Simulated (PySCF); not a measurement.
C₄H₅Si, SMILES [C]1=CC=C[SiH2]1, multiplicity 2.

Geometry optimised at PBE-D3(BJ)/def2-SVP. The isomer is the one that the SMILES or the coordinates give; other isomers of the formula were not compared.

Level of theory: PBE-D3(BJ)/def2-SVP run with PySCF 2.14.0.

Frequencies are harmonic and unscaled.

Problem. List the normal modes with their intensities. (The exact figures need the calculation; the answer reports its results.)

Solution. 
| mode | ν (cm⁻¹) | IR (km/mol) | moving atoms (share of kinetic energy) |
|---|---|---|---|
| 1 | 196 | 2.9 | C 52 %, H 47 % |
| 2 | 316 | 0.0 | H 56 %, C 44 % |
| 3 | 471 | 20.0 | C 49 %, Si 46 % |
| 4 | 547 | 17.2 | H 55 %, C 28 %, Si 16 % |
| 5 | 576 | 3.5 | C 67 %, Si 26 % |
| 6 | 646 | 19.5 | H 82 %, C 17 % |
| 7 | 675 | 5.2 | H 74 %, C 26 % |
| 8 | 704 | 81.2 | H 80 %, C 18 % |
| 9 | 736 | 1.3 | C 74 %, H 14 %, Si 12 % |
| 10 | 817 | 10.9 | H 65 %, C 35 % |
| 11 | 828 | 80.1 | C 52 %, H 34 %, Si 14 % |
| 12 | 896 | 80.1 | H 91 % |
| 13 | 935 | 7.5 | C 62 %, H 38 % |
| 14 | 952 | 0.0 | H 75 %, C 25 % |
| 15 | 1057 | 3.8 | H 92 % |
| 16 | 1163 | 6.9 | H 73 %, C 27 % |
| 17 | 1262 | 6.7 | H 61 %, C 39 % |
| 18 | 1508 | 5.2 | C 97 % |
| 19 | 1589 | 0.9 | C 93 % |
| 20 | 2173 | 71.2 | H 98 % |
| 21 | 2176 | 79.3 | H 96 % |
| 22 | 3071 | 9.4 | H 92 % |
| 23 | 3084 | 12.3 | H 91 %, C 9 % |
| 24 | 3146 | 1.6 | H 91 %, C 9 % |
